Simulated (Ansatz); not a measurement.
Born–Oppenheimer molecular dynamics of CH₈F₂OSi (13 atoms, charge 0, multiplicity 1). It starts at the highest image of a converged band, a first-order saddle point between two minima.

These are results of Ansatz 0.2.0, RKS PBE0-D4/def2-SVP, not measurements.

- ensemble: NVE (velocity Verlet)
- time step: 0.5 fs
- steps asked: 194
- starting velocities drawn for: 300 K
- seed: 9455

First frame:

```xyz
13
Properties=species:S:1:pos:R:3
Si -0.411 0.549 1.241
O 0.025 -0.121 -0.375
C -0.719 0.028 -1.575
H -1.679 1.139 0.656
H 0.304 1.774 1.687
H -0.959 -0.398 2.247
H 1.833 -0.865 0.818
F 1.315 -0.347 1.665
H 0.991 -0.704 -0.474
F 2.036 -1.255 -0.249
H -1.669 0.527 -1.344
H -0.150 0.637 -2.293
H -0.918 -0.964 -2.004
```

**Question.** How far do the bonds stretch over the last three quarters of this one trajectory? (Pairs bonded in most of those frames.)

**Answer.** 
| bond | mean (Å) | spread (Å) | shortest | longest |
| --- | --- | --- | --- | --- |
| Si1–H4 | 1.503 | 0.013 | 1.48 | 1.53 |
| Si1–H5 | 1.503 | 0.024 | 1.46 | 1.55 |
| Si1–H6 | 1.497 | 0.039 | 1.44 | 1.55 |
| Si1–F8 | 1.708 | 0.057 | 1.61 | 1.85 |
| O2–C3 | 1.409 | 0.010 | 1.39 | 1.43 |
| O2–H9 | 0.992 | 0.040 | 0.92 | 1.05 |
| C3–H11 | 1.100 | 0.009 | 1.08 | 1.12 |
| C3–H12 | 1.103 | 0.016 | 1.08 | 1.13 |
| C3–H13 | 1.105 | 0.019 | 1.07 | 1.14 |
| H7–F10 | 0.961 | 0.045 | 0.90 | 1.11 |

Mean temperature of the second half: 365 K. The conserved energy stayed within 0.14 meV per atom of its start (net change -0.041 meV per atom), so the integration is sound. A run of 0.097 ps of so small a system gives no equilibrium averages. The orbitals stay closed-shell, which can raise the energy where a bond breaks towards radicals; this wasn't checked here.

Time of the run: 10 min on 2 threads of Arm Neoverse V1 (shared host), peak memory 0.26 GiB.
